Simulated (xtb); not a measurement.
SZn, SMILES [S]=[Zn]. All values are semi-empirical tight-binding results from xtb (GFN2-xTB unless named), good for trends rather than for accurate numbers. Coordinates come from a GFN2-xTB optimisation.

Optimised geometry:

Bonded distances (Å): Zn1–S2 2.057.
Charge 0, spin multiplicity 1.

For metal compounds this method's bond lengths and energies can be far off.

- point group as xtb finds it: C∞v
- orbital gap: 1.08 eV

Computed atomic charges and the Wiberg bond orders between heavy atoms:
charges (e) Zn1 0.29, S2 -0.29. Bond orders Zn1–S2 1.63.
